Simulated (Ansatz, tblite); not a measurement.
Removing and adding an electron: the cluster Sn₄Cl₄. Charge 0, multiplicity 1. Geometry: PBE0-D4/def2-SVP. Ansatz, gas phase; energy differences of separate SCF runs; the oxidised species was run as a doublet alone; the reduced species was run as a doublet alone.

```xyz
8

Sn   -2.183    0.297   -0.571
Sn    0.837    0.420   -1.519
Sn   -0.551   -2.205    0.040
Sn   -0.322    1.851    1.280
Cl    1.214   -2.317   -1.858
Cl   -1.973   -0.485    1.961
Cl    1.516    2.814   -0.283
Cl    1.461   -0.374    0.950
```

In the def2 sets Sn takes a core potential; there is no spin–orbit coupling. The xTB rows come from tblite. The structure comes from a short search, and lower isomers may exist.

```tsv
level	−HOMO (eV)	vertical IE (eV)	−LUMO (eV)	vertical EA (eV)	HOMO–LUMO gap (eV)	IE − EA (eV)	remarks
GFN2-xTB	9.89	11.99	8.13	6.03	1.76	5.95	–
PBE-D4/def2-SVP	4.99	7.10	3.38	1.43	1.61	5.67	HOMO above zero (-1 doublet)
```

(1) Estimate the rows for GFN1-xTB, PBE0-D4/def2-SVP.

Results:

(1) 
| level | −HOMO (eV) | vertical IE (eV) | −LUMO (eV) | vertical EA (eV) | HOMO–LUMO gap (eV) | IE − EA (eV) |
| --- | --- | --- | --- | --- | --- | --- |
| GFN1-xTB | 9.98 | 12.16 | 8.25 | 6.06 | 1.73 | 6.10 |
| PBE0-D4/def2-SVP | 5.80 | 7.26 | 2.93 | 1.57 | 2.87 | 5.68 |

   A HOMO above zero means that the electron is unbound at that level or that self-interaction error raises the level; the energy of removing that electron tells which. Raw xTB energy differences between charge states are shifted by several eV; the methods need an empirical correction for them. Sets without diffuse functions give affinities that are too small.
